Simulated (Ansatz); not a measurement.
Cost and result for the atomization energy of `C[CH](C)[Sn][F]` (12 atoms, 11 bonds).

Cartesian coordinates in Å:
```
C -1.123 0.384 -0.613
C -0.296 -0.196 0.527
C 1.051 0.503 0.657
Sn 0.040 -2.339 0.156
F 0.981 -1.969 -1.519
H -0.618 0.247 -1.573
H -1.280 1.462 -0.478
H -2.116 -0.072 -0.689
H -0.851 -0.104 1.469
H 0.923 1.582 0.812
H 1.640 0.130 1.502
H 1.649 0.374 -0.249
```

Charge 0, multiplicity 1. Correlated methods include outer-core shells of Sn, which these sets cover unevenly. Sn: def2 effective core potential. The geometry is a stationary point of PBE0-D4/def2-TZVP. It is one conformer, not always the lowest. Program: Ansatz. All runs use 4 threads of an Arm Neoverse V2 on a shared host. Times are those of one run each, without the atoms' runs, and a repeat can differ threefold. Electronic energies, without spin–orbit coupling; frozen cores. CCSD(T)/CBS adds CCSD(T) − MP2 in def2-TZVPP to the MP2 limit, and its time is that of the two runs behind it. T1 = 0.014. With those shells the extrapolation isn't a true limit. B3LYP takes the VWN-RPA correlation (the form of Gaussian; ORCA's B3LYP/G).

CCSD(T)/CBS is a level of theory with its own doubt, some kJ/mol a heavy atom from the limit and from the frozen cores, so smaller differences don't rank the functionals.

| level | functions | wall time | atomization (kcal/mol) | difference from CCSD(T)/CBS | per bond |
| --- | --- | --- | --- | --- | --- |
| LDA (SPW92)/def2-TZVPP | 272 | 1.6 s | 1220.4 | 145.7 | 13.2 |
| revPBE-D4/def2-TZVPP | 272 | 2.6 s | 1068.0 | -6.7 | -0.6 |
| BLYP-D4/def2-TZVPP | 272 | 2.7 s | 1071.1 | -3.6 | -0.3 |
| PBE-D4/def2-TZVPP (with forces) | 272 | 3.1 s | 1092.2 | 17.5 | 1.6 |
| PBE0-D4/def2-TZVPP | 272 | 3.3 s | 1073.0 | -1.7 | -0.2 |
| BHLYP-D4/def2-TZVPP | 272 | 3.7 s | 1041.7 | -33.0 | -3.0 |
| B3LYP-D4/def2-TZVPP (with forces) | 272 | 6 s | 1071.6 | -3.1 | -0.3 |
| PBE-QIDH/def2-TZVPP | 272 | 8 s | 1064.0 | -10.7 | -1.0 |
| CCSD(T)/def2-SVP | 117 | 12 s | 1017.9 | -56.8 | -5.2 |
| ωB97M-V/def2-TZVPP (with forces) | 272 | 13 s | 1071.1 | -3.6 | -0.3 |
| MP2/def2-QZVPP | 520 | 32 s | 1076.7 | 2.0 | 0.2 |
| CCSD(T)/def2-TZVPP | 272 | 6.8 min | 1046.8 | -27.9 | -2.5 |
| CCSD(T)/CBS(def2) | – | 7.3 min | 1074.7 | 0.0 | 0.0 |

The D4 term adds +10.5 kcal/mol with B3LYP and +5.5 kcal/mol with PBE0; it sums over pairs of atoms, weighted by their polarisabilities, and B3LYP, whose exchange is more repulsive, gets the larger term. At CCSD(T), def2-SVP lies −56.8 kcal/mol from the extrapolated value and def2-TZVPP −27.9 kcal/mol: correlation converges slowly with the basis, and small sets miss more of it in the bonded molecule than in its fragments. Leaving LDA and LC-ωPBE aside and taking each functional with its dispersion term where it has one, the values spread over 50.5 kcal/mol, from BHLYP-D4 to PBE-D4. LDA lies +134.7 kcal/mol from PBE without D4, its usual overbinding.

Spin–orbit coupling would lower the free Sn atoms strongly, and the atomization energy with them, by more than many differences here. For some Ge, Se and Sn compounds the MP2-based and the directly extrapolated limit differ by 10 to 25 kJ/mol.
